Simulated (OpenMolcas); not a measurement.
InSiH4F (SMILES [F][InH][SiH3]): methods side by side

The species is InSiH4F (7 atoms), meant as a singlet with charge 0. SMILES: `[F][InH][SiH3]`. The shape is that of a PBE0-D4/def2-TZVP optimisation.

Quantity: the vertical energy of the triplet above the singlet, in eV. The values are calculated.

```
                           level             kind     program  value (eV)  CPU time (all runs)
    HF/def2-SVP (core potential)     Hartree–Fock  OpenMolcas        4.24                 18 s
 SVWN5/def2-SVP (core potential)              LDA  OpenMolcas        3.90                 56 s
  BLYP/def2-SVP (core potential)              GGA  OpenMolcas        3.90                 81 s
revPBE/def2-SVP (core potential)              GGA  OpenMolcas        3.86                 78 s
  TPSS/def2-SVP (core potential)         meta-GGA  OpenMolcas        3.95              2.1 min
r2SCAN/def2-SVP (core potential)         meta-GGA  OpenMolcas        3.91              1.8 min
M06-2X/def2-SVP (core potential)  hybrid meta-GGA  OpenMolcas        4.27                 98 s
  PBE0/def2-SVP (core potential)    global hybrid  OpenMolcas        4.13                 75 s
```

Spin-orbit coupling, which can split open shells on such heavy atoms by tenths of an eV, is left out. The values span 3.86 to 4.27 eV. Times are those of the runs behind each value, whatever else they computed, on shared processors of several kinds: orders of magnitude only.
